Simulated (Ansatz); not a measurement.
System: KAu, net charge 0, singlet state. 
Coordinates optimised at B3LYP-D3(BJ)/def2-TZVP (Ansatz, a first-principles code):
```
K
Au 1 2.9470
```
Charge 0, spin multiplicity 1.

Basis-set convergence of Hartree-Fock and CCSD(T) correlation energies (hartree) with Ansatz. Valence correlation only, unless marked. Spin-orbit coupling is left out. The frozen core is the preceding noble-gas configuration, with the filled d and f shells of earlier blocks. The outer core of K, Ca and their heavier congeners is not correlated, a term that matters for these elements. Past Kr the def2 sets carry scalar-relativistic core potentials.

The T1 diagnostic of CCSD in the largest basis is 0.034, which is high, so the coupled-cluster rows are less sure than usual.

```json
[
 {"basis": "def2-SVPD", "functions": "62", "E(HF)": "-733.89866", "E(corr, CCSD(T))": "-0.29969"},
 {"basis": "def2-TZVPPD", "functions": "95", "E(HF)": "-733.97936", "E(corr, CCSD(T))": "-0.41279"},
 {"basis": "def2-QZVPPD", "functions": "158", "E(HF)": "-733.99150", "E(corr, CCSD(T))": "-0.43670"}
]
```

Extrapolating the two largest sets (X = 3 and 4) as X^-3: E(corr) = (64·(-0.43670) - 27·(-0.41279))/37 = -0.4541 Eh, an estimate of the basis-set limit. The largest set recovers 96.2 % of it, the smallest 66.0 %.
